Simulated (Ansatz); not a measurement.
Calculated with Ansatz (gas phase, PBE0-D4/def2-TZVP geometries, no zero-point term in ΔE). CBS: MP2 limit from def2 TZ/QZ plus the TZ coupled-cluster correction, frozen cores. Functionals use def2-TZVPP. HSE06 is defined as in plane-wave codes. def2 core potentials past Kr. For Hf, Se outer-core shells are correlated without core-valence functions, which leaves a few kJ/mol of doubt a bond. Scalar relativity is left out up to krypton. One conformer a species, not always the lowest.

Reaction (ligand exchange at the Hf–Se bond): `[F][Hf]([F])([F])[SeH]` + CH₃NH₂ → `C[NH][Hf]([F])([F])[F]` + H₂Se

```tsv
level	ΔE (kJ/mol)	difference from CCSD(T)/CBS
PBE-D4	29.0	-0.3
B97M-V	28.8	-0.5
HSE06-D4	32.3	3.0
BHLYP-D4	28.9	-0.4
revPBE	31.6	2.3
r2SCAN	31.0	1.7
r2SCANh	32.0	2.7
r2SCAN0	33.3	4.0
RPA@PBE/def2-TZVPP	23.3	-6.0
HF/def2-SVP	21.1	-8.2
MP2/def2-SVP	12.1	-17.2
MP2/def2-TZVPP	28.3	-1.0
SCS-MP2/def2-TZVPP	25.5	-3.8
HF/def2-QZVPP	35.1	5.8
HF/CBS(def2)	35.2	5.9
MP2/CBS(def2)	31.4	2.1
CCSD(T)/CBS	29.3	0
```

Largest T1 diagnostic among the species: 0.015.

In def2-TZVPP, CCSD(T) changes the Hartree–Fock value by −8.3 kJ/mol (the triples alone add +0.7 kJ/mol) and MP2 by −6.1 kJ/mol. From BLYP to BHLYP (50 % exact exchange), in def2-TZVPP and without D4, ΔE moves by +4.7 kJ/mol.
